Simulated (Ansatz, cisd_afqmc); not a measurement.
Species: N, charge 0, quartet.

Total energies in aug-cc-pVQZ, 5 correlated electrons, 1 frozen orbitals. UHF or UKS for unpaired electrons; spin-orbit terms are left out. Correlated methods leave the cores frozen. No relativity. AFQMC is phaseless with a CISD trial state; ± is one standard error, without the phaseless bias. Outlying blocks are dropped, and bars are widened where a walk drifts. Over all cases where full CI ran beside it in this data, AFQMC minus full CI had a median of +0.1 mEh and passed +0.4 mEh in a tenth of the cases.

```tsv
method	program	energy (Eh)	minus CCSDT(Q) (mEh)
HF	Ansatz	-54.40382	122.08
MP2	Ansatz	-54.50844	17.46
CCSD	Ansatz	-54.52261	3.29
CCSD(T)	Ansatz	-54.52551	0.39
CCSDT(Q)	Ansatz	-54.52590	0.00
AFQMC/CISD	cisd_afqmc	-54.5259 ± 0.0001	0.0 ± 0.1
```

Ansatz is a first-principles code.
